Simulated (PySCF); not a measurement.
## How methods differ on the excitation energy of Be

Be [He] 2s2 (1S) → Be [He] 2s1 3d1 (3D), as a difference of total energies. Computed with PySCF 2.14 in dyall-acv3z (15s9p4d2f, 76 functions), with the non-relativistic Hamiltonian (point nucleus). Correlated levels: valence: 1s2 frozen; virtual orbitals above 40 to 60 times the deepest correlated orbital energy dropped. The calculations carry no spin-orbit coupling.

```csv
method,excitation energy (eV)
UHF,7.693
MP2 (valence),8.386
SCS-MP2 (valence),8.612
CCSD (valence),8.717
```

Problem. How much does correlation contribute at MP2 (valence)?

Solution. 8.386 − (7.693) = 0.693 eV, measured against UHF.

The promoted electron is Rydberg-like, and one or two diffuse shells describe it only roughly, which tends to raise the upper state.

With two correlated electrons CCSD is exact in that space.
